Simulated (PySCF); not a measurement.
C2H7O, SMILES [OH+](C)C, charge +1. Coordinates come from a B3LYP-D3(BJ)/def2-TZVP optimisation. The isomer is the one that the SMILES or the coordinates give; other isomers of the formula were not compared.

These are PySCF with B3LYP-D3(BJ)/def2-TZVP values and carry that method's errors.

Harmonic wavenumbers (cm⁻¹): 148, 203, 337, 652, 798, 908, 1090, 1145, 1199, 1266, 1428, 1461, 1475, 1482, 1484, 1487, 1496, 3083, 3083, 3194, 3194, 3207, 3208, 3685. Rotational constants (GHz): 34.64, 8.739, 7.765; symmetry number 1.

Task: Work out the zero-point energy and the ideal-gas rigid-rotor harmonic-oscillator thermochemistry at 298.15 K and 1 atm.

Result: ZPE = ½ Σ hcν = ½ × 40713 cm⁻¹ = 243.52 kJ/mol. H − E(el) = 258.58 kJ/mol. Entropy in J/(mol K): translation 156.78, rotation 93.89, vibration 29.39, total 280.06. G − E(el) = 175.08 kJ/mol. Cp = 70.45 J/(mol K). Modes under 150 cm⁻¹ make the vibrational entropy uncertain.
